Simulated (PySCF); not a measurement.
C₂H₂F, SMILES C=[C]F (connectivity only; charge and spin as stated), charge +1, multiplicity 1.

The structure is a stationary point at PBE0-D3(BJ)/def2-TZVP. The spin state was assumed, not searched. The isomer is the one that the SMILES or the coordinates give; other isomers of the formula were not compared.

These are PBE0-D3(BJ)/def2-TZVP in PySCF values and carry that method's errors.

No scaling factor is applied to the harmonic values.

Computed normal modes with their intensities:
```csv
mode,ν (cm⁻¹),IR (km/mol),moving atoms (share of kinetic energy)
1,331,0.9,"H 59 %, C 30 %, F 11 %"
2,407,0.7,"C 85 %, F 13 %"
3,786,85.1,"H 80 %, C 20 %"
4,839,30.5,"C 66 %, H 31 %"
5,1097,109.2,"H 43 %, F 36 %, C 21 %"
6,1279,13.5,"H 56 %, C 32 %, F 12 %"
7,2156,355.0,"C 88 %, F 10 %"
8,3061,244.3,H 94 %
9,3138,212.1,"H 90 %, C 10 %"
```
